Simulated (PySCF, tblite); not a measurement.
Rigid-rotor lines calculated for a species of formula C4H6F6P2 (commonest isotopes; PBE0/pcSseg-1 in PySCF (dipole) on a GFN2-xTB geometry, gas phase), labelled J(Ka,Kc):

```
     transition     MHz
2(1,1) ← 1(1,0)  2782.4
1(0,1) ← 0(0,0)  1248.7
2(1,2) ← 1(1,1)  2212.3
2(0,2) ← 1(0,1)  2253.7
1(1,1) ← 0(0,0)  1295.3
```

(1) Find the rotational constants.

(2) What moments of inertia, asymmetry and inertial defect follow?

(3) Which dipole components do these lines need?

(4) Where do these fall, and of which type are they? 4(2,2) ← 4(2,3); 2(2,0) ← 1(1,1); 4(1,3) ← 4(1,4); 3(1,2) ← 3(1,3); 4(1,3) ← 3(1,2); 1(1,0) ← 1(0,1); 3(0,3) ← 2(1,2); 4(4,0) ← 3(3,0); 4(2,3) ← 3(1,2); 4(1,3) ← 3(2,2); 4(1,4) ← 3(1,3); 3(2,1) ← 2(1,1); 3(1,2) ← 2(2,1); 3(3,1) ← 2(2,1).

(5) Which structure gave them?

Answers

(1) 1(0,1) ← 0(0,0) is B + C, 2(1,1) ← 1(1,0) is 3B + C and 2(1,2) ← 1(1,1) is B + 3C, so B − C is half the difference of the last two, 285.0 MHz. 1(1,1) ← 0(0,0) is A + C. A = 813.5, B = 766.9, C = 481.8 MHz.

(2) I = 505379 MHz·u·Å² over each constant: Ia = 621.26, Ib = 659.01, Ic = 1048.91 u·Å²; κ = (2B − A − C)/(A − C) = 0.719 (asymmetric top); Δ = Ic − Ia − Ib = -231.36 u·Å².

(3) μa and μb (a-type: ΔKa even, ΔKc odd; b-type: both odd). The calculation gives |μa| = 3.22 D, |μb| = 0.31 D, |μc| = 1.07 D.

(4) 
| transition | MHz | type | branch |
| --- | --- | --- | --- |
| 1(1,0) ← 1(0,1) | 332 | b | Q |
| 4(2,2) ← 4(2,3) | 1484 | a | Q |
| 3(1,2) ← 3(1,3) | 1519 | a | Q |
| 4(1,3) ← 4(1,4) | 2147 | a | Q |
| 3(0,3) ← 2(1,2) | 3196 | b | R |
| 2(2,0) ← 1(1,1) | 3451 | b | R |
| 3(1,2) ← 2(2,1) | 3720 | b | R |
| 4(1,4) ← 3(1,3) | 4162 | a | R |
| 3(2,1) ← 2(1,1) | 4675 | c | R |
| 4(1,3) ← 3(2,2) | 4764 | b | R |
| 4(1,3) ← 3(1,2) | 4790 | a | R |
| 4(2,3) ← 3(1,2) | 4793 | b | R |
| 3(3,1) ← 2(2,1) | 4814 | c | R |
| 4(4,0) ← 3(3,0) | 6370 | c | R |

(5) `CP(C)P(C(F)(F)F)C(F)(F)F`, point group C1. Three constants can't fix a structure by themselves; this is the one that was computed:
```xyz
18
C4H6F6P2 angstrom
C      1.960    1.208    0.350
P      0.710   -0.081    0.799
C      1.572   -1.554    0.080
P     -0.638    0.280   -0.901
C     -1.776   -1.180   -0.518
F     -1.741   -1.604    0.751
F     -3.049   -0.915   -0.814
F     -1.401   -2.222   -1.276
C     -1.692    1.544    0.028
F     -2.120    1.139    1.226
F     -2.767    1.898   -0.681
F     -0.972    2.658    0.228
H      2.295    1.109   -0.680
H      1.542    2.201    0.507
H      2.812    1.088    1.017
H      2.438   -1.766    0.705
H      1.903   -1.376   -0.941
H      0.916   -2.422    0.107
```

The values belong to one conformer (point group C1) with, in the numbering `[CH3:1][P:2]([CH3:3])[P:4]([C:5]([F:6])([F:7])[F:8])[C:9]([F:10])([F:11])[F:12]`, C1–P2–P4–C5 174°. Its GFN2-xTB frequencies are all real (lowest 29 cm⁻¹). No vibrational averaging or centrifugal distortion is included, and the geometry carries the error of its method. A rigid rotor knows nothing of internal rotation, which can split or shift real lines.
